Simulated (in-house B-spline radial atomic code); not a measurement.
Configurations of Si, with energies counted from [Ne] 3s2 3p2. Computed with a B-spline radial code for spherical atoms: scalar-relativistic (X2C) LC-wPBE, spin-polarised, spherical fractional occupations, exact exchange averaged over the configuration, Fermi nucleus of rms radius 3.1224 fm. Shells without spins written out take the highest spin.

Occupations are held fixed; configurations that lie above the ionisation limit could autoionise.

```json
{"configuration": "[Ne] 3s1 3p3", "E - E(ref) (eV)": "3.9001", "highest orbital": "3p up", "its <r> (bohr)": "2.576"}
{"configuration": "[Ne] 3s2 3p1 3d1", "E - E(ref) (eV)": "6.5071", "highest orbital": "3d up", "its <r> (bohr)": "7.91"}
{"configuration": "[Ne] 3s2 3p1 4d1", "E - E(ref) (eV)": "7.2895", "highest orbital": "4d up", "its <r> (bohr)": "17.02"}
{"configuration": "[Ne] 3s2 3p1 4f1", "E - E(ref) (eV)": "7.3918", "highest orbital": "4f up", "its <r> (bohr)": "17.23"}
{"configuration": "[He] 2s2 2p5 3s2 3p2 4d1", "E - E(ref) (eV)": "107.51", "highest orbital": "4d up", "its <r> (bohr)": "15.06"}
```

Task: Order these further configurations by energy, lowest first.
A. [Ne] 3s1 3p2 4s1
B. [He] 2s2 2p5 3s2 3p3
C. [Ne] 3s2 3p1 4s1
D. [He] 2s2 2p5 3s2 3p2 4f1
E. [Ne] 3s1 3p2 4d1

Result: C (5.1738 eV), A (9.989 eV), E (12.086 eV), B (98.1 eV), D (107.73 eV).
